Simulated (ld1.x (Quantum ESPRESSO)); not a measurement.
## Reading a pseudo-wave (beryllium (Be))

Columns: radius, all-electron u(r) and pseudo u(r) of the 2p shell (level -2.05 eV) of beryllium in the configuration [He] 2s2 2p0; PW91, scalar-relativistic, RRKJ scheme, ld1.x (Quantum ESPRESSO) 7.5.

```json
{"r (bohr)": "0.155", "all-electron": "0.0272", "pseudo": "0.0104"}
{"r (bohr)": "0.310", "all-electron": "0.0837", "pseudo": "0.0405"}
{"r (bohr)": "0.465", "all-electron": "0.1489", "pseudo": "0.0875"}
{"r (bohr)": "0.620", "all-electron": "0.2134", "pseudo": "0.1470"}
{"r (bohr)": "0.775", "all-electron": "0.2731", "pseudo": "0.2139"}
{"r (bohr)": "0.930", "all-electron": "0.3263", "pseudo": "0.2827"}
{"r (bohr)": "1.085", "all-electron": "0.3726", "pseudo": "0.3483"}
{"r (bohr)": "1.240", "all-electron": "0.4133", "pseudo": "0.4067"}
{"r (bohr)": "1.395", "all-electron": "0.4478", "pseudo": "0.4552"}
{"r (bohr)": "1.550", "all-electron": "0.4758", "pseudo": "0.4926"}
{"r (bohr)": "1.705", "all-electron": "0.4974", "pseudo": "0.5187"}
{"r (bohr)": "1.860", "all-electron": "0.5131", "pseudo": "0.5346"}
{"r (bohr)": "2.015", "all-electron": "0.5234", "pseudo": "0.5422"}
{"r (bohr)": "2.170", "all-electron": "0.5289", "pseudo": "0.5433"}
{"r (bohr)": "2.325", "all-electron": "0.5301", "pseudo": "0.5398"}
{"r (bohr)": "2.480", "all-electron": "0.5277", "pseudo": "0.5333"}
{"r (bohr)": "2.635", "all-electron": "0.5222", "pseudo": "0.5248"}
{"r (bohr)": "2.790", "all-electron": "0.5140", "pseudo": "0.5149"}
{"r (bohr)": "2.945", "all-electron": "0.5037", "pseudo": "0.5038"}
{"r (bohr)": "3.100", "all-electron": "0.4915", "pseudo": "0.4915"}
{"r (bohr)": "3.255", "all-electron": "0.4780", "pseudo": "0.4780"}
{"r (bohr)": "3.410", "all-electron": "0.4634", "pseudo": "0.4634"}
{"r (bohr)": "3.565", "all-electron": "0.4481", "pseudo": "0.4481"}
{"r (bohr)": "3.720", "all-electron": "0.4323", "pseudo": "0.4323"}
{"r (bohr)": "3.875", "all-electron": "0.4163", "pseudo": "0.4163"}
{"r (bohr)": "4.030", "all-electron": "0.4002", "pseudo": "0.4002"}
```

Task: How many radial nodes do the two functions have?

Result: The all-electron 2p function has n − l − 1 = 0; the pseudo-wave has 0.

Task: At about which radius was the pseudo-wave matched?

Result: 3.10 bohr. The columns agree to 0.0005 from 2.94 bohr on; several derivatives are matched, so the curves merge somewhat inside the radius.

Task: Is the pseudo-wave norm-conserving?

Result: Yes: the RRKJ scheme keeps the norm inside the radius equal to the all-electron one, which fixes the energy derivative of the logarithmic derivative at the level.
